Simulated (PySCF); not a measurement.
Run record: geometry optimisation, `[F][GeH2][Br]`.

Method: PBE0-D3(BJ)/def2-SVP geometry optimisation, gas phase (PySCF 2.14.0). Start geometry: GFN2-xTB. A driver script takes a list of jobs; this job's settings line and coordinates (Å) are shown.

Command:
```bash
OMP_NUM_THREADS=1 python probes_run.py task.json out
```

Input:
```
{"job": {"xc": "PBE0", "basis": "def2-SVP", "d3": "d3bj", "grid": 1, "shake": 0.01, "kind": "geom"}, "charge": 0, "multiplicity": 1}
F     -0.884450     1.369270    -0.129370
Ge    -0.113630    -0.148910     0.002240
Br     2.083980     0.290110     0.026310
H     -0.545490    -0.671280     1.325040
H     -0.506830    -0.873170    -1.262110
```

Output:
```
step   0  E = -4750.96499125  max force = 0.018708
step   1  E = -4750.96635157  max force = 0.020986
step   2  E = -4750.96772632  max force = 0.004665
step   3  E = -4750.96777336  max force = 0.000345
step   4  E = -4750.96777520  max force = 0.000279
optimisation converged
```

Energies in Eh; «max force» is the largest Cartesian gradient component in Eh/bohr.

Give the first gradient maximum in eV/Å.

With 1 Eh/bohr = 51.422 eV/Å, 0.962 eV/Å.

How much energy does the optimisation release, in eV?

E(step 0) − E(last step) = 0.002784 Eh, which is 0.076 eV.

Summary of the converged run: final energy -4750.96778 Eh after 4 steps; dipole 2.17 D.

How long does this job take on one thread, Arm Neoverse V1 (aarch64), shared host with 32 logical CPUs at a one-minute load of 15? And the peak memory of the process?

About 17 s, with 0.36 GiB resident at the peak, the Python interpreter and its libraries included.
Labels such as C1 count atoms from 1, the log's own numbers from 0.
